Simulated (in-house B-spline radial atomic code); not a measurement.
# Ionising Zn with different functionals

Computed with a radial B-spline atomic code at the basis-set limit: scalar-relativistic (spin-free X2C) Hamiltonian, Fermi nucleus of rms radius 3.9283 fm, spin-polarised at highest spin, spherical fractional occupations for the functionals, and exact exchange of hybrids averaged over the configuration. The ionisation energy is the difference of two self-consistent energies, [Ar] 3d10 4s2 → [Ar] 3d10 4s1, without Breit or QED terms; ε is the level of the shell that loses the electron (its least bound occupied spin orbital).

```tsv
method	rung	ΔSCF (eV)	-ε(4s) (eV)
PBE0	global hybrid	9.27	6.70
B3LYP	global hybrid	9.61	6.69
TPSSh	global hybrid	9.26	6.24
BHandHLYP	global hybrid	9.15	7.40
r2SCAN0	global hybrid	9.19	6.90
B97-1	global hybrid	9.50	6.51
HSE06	range-separated hybrid	9.33	6.38
wB97X	range-separated hybrid	9.59	8.98
CAM-B3LYP	range-separated hybrid	9.53	8.02
LC-wPBE	range-separated hybrid	9.13	9.09
```

Task: Among the functionals, which spreads more, the ΔSCF values or the orbital energies?

Result: The orbital energies: ΔSCF values span about 0.48 eV and the orbital energies 2.86 eV; here energy differences depend much less on the functional than eigenvalues do.

Task: How do they compare with the NIST value?

Result: NIST lists 9.394 eV (measured, ground level to ground level). Errors run from -0.26 to +0.22 eV; HSE06 is closest (-0.07 eV), but part of that can be cancellation, since the calculations leave out Breit-QED terms.
